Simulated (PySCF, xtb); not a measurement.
Ga(F)2(NH2) (F2GaH2N), SMILES [NH2][Ga]([F])[F]. The values are those of a single conformer.

Harmonic wavenumbers (cm⁻¹) from xtb 6.7.1 with GFN2-xTB at its own minimum, in rising order: 103, 128, 145, 195, 430, 488, 528, 616, 715, 1388, 3333, 3374.

Question: What does r2SCAN-D4/def2-SVP (PySCF) give at its own minimum? (Estimate from the structure and the level; the computed values follow.)

Answer: 158, 159, 192, 241, 355, 674, 737, 764, 775, 1508, 3595, 3710. Paired by order, the mean absolute difference is 131 cm⁻¹ and the zero-point energies are 16.4 and 18.4 kcal/mol.
